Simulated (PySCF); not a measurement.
**Structure revision by computed shifts**

A compound C8H9F3 gives the data below (simulated from a calculation) and was assigned the structure `CC/C=C\C#CCC(F)(F)F`.

13C{1H} NMR (computed): δ 153.5 (CH, q, J = 5.1 Hz), 145.4 (CH, 2C), 128.5 (C, q, J = 337.6 Hz), 126.1 (CH2, 2C), 124.5 (CH, q, J = 37.7 Hz), 55.1 (CH).

1H NMR (400 MHz, computed): δ 5.99 (t, J = 12.8 Hz, 1H), 5.85 (m, 2H), 5.62 (m, 2H), 5.59 (dq, J = 12.6, 8.6 Hz, 1H), 5.43 (m, 2H), 3.91 (m, 1H).

A single conformation, no solvent, averaged over atoms made equivalent by symmetry, fast rotation or ring inversion, non-relativistic. Shielding tensors at PBE0/pcSseg-1 (GIAO); B3LYP/pcJ-1 coupling constants (spin–dipole term only in couplings to heteroatoms); structure optimised with PBE0-D3(BJ)/def2-SVP; PySCF.

Scale: TMS for 1H (σref 31.27), 13C (σref 184.41) (reference shieldings calculated alike).

**Question.** Compare with the shifts computed for the proposed structure, pairing carbons in order of shift.

**Answer.** Structure with atom numbers: `[CH3:1][CH2:2]/[CH:3]=[CH:4]\[C:5]#[C:6][CH2:7][C:8]([F:9])([F:10])[F:11]`. Hydrogens are named by the atom that carries them.

```csv
atom,computed for proposal,given list,difference
C3,159.6,153.5,+6.1
C8,129.7,145.4,-15.7
C4,114.5,145.4,-30.9
C6,91.8,128.5,-36.7
C5,87.6,126.1,-38.5
C7,29.2,126.1,-96.9
C2,27.8,124.5,-96.7
C1,15.3,55.1,-39.8
```

The rms difference is 55.2 ppm and the largest -96.9 ppm at C7 (propargylic sp3 CH2). The proposal also would give 8 carbon signals, not 6. The carbon types in order of shift don't match either: CH, C, CH, C, C, CH2, CH2, CH3 for the proposal against CH, CH, CH, C, CH2, CH2, CH, CH in the data. The proposal doesn't fit.

**Question.** Which isomer fits?

**Answer.** `C=CC(C=C)/C=C\C(F)(F)F`.

Carbon types of the structure: 1 × C, 5 × CH, 2 × CH2, which accounts for all hydrogens. δC 153.5, 145.4, 124.5: alkene CH; as expected for a trigonal carbon in a double bond. δC 128.5: CF3 carbon; 3 electronegative neighbours deshield it. δC 126.1: terminal =CH2 carbon; as expected for a trigonal carbon in a double bond. δH 5.62, 5.43: hydrogen on a terminal =CH2 carbon; attached to an sp2 carbon and in the plane of the double bond. The protons at 5.99 and 5.59 share a coupling of 12.6 Hz (vicinal, cis across C=C).

Other isomers checked: FC(F)(F)C1=C[C@@H]2CC[C@H]1C2 (rms 60.9 ppm).

This is the structure that produced the data.

C–F couplings over four or more bonds (about 3 Hz to the para carbon of a fluoroarene) are left out. Common functionals overestimate the size of one-bond C–F couplings by tens of Hz; these are unscaled. Multiplet labels drop couplings under 1 Hz and merge nearly equal ones. Unscaled 3J(H,H) at this level run about 10 % above measured values. Shifts are as computed. Against solution values, carbons near 30 ppm lie about +2 ppm off and those near 130 ppm about +5 ppm. Of 1211 compounds with measured shifts, 218 miss one by over three times the rms of a fit or turn the order of signals round; such compounds aren't used in these exercises. Couplings across =CH–CH2 type bonds come from one rotamer and its mirror image, and can be 1–2 Hz further off. Vicinal couplings across rotatable single bonds and in flexible rings belong to the one computed conformer; a conformer average would change them.
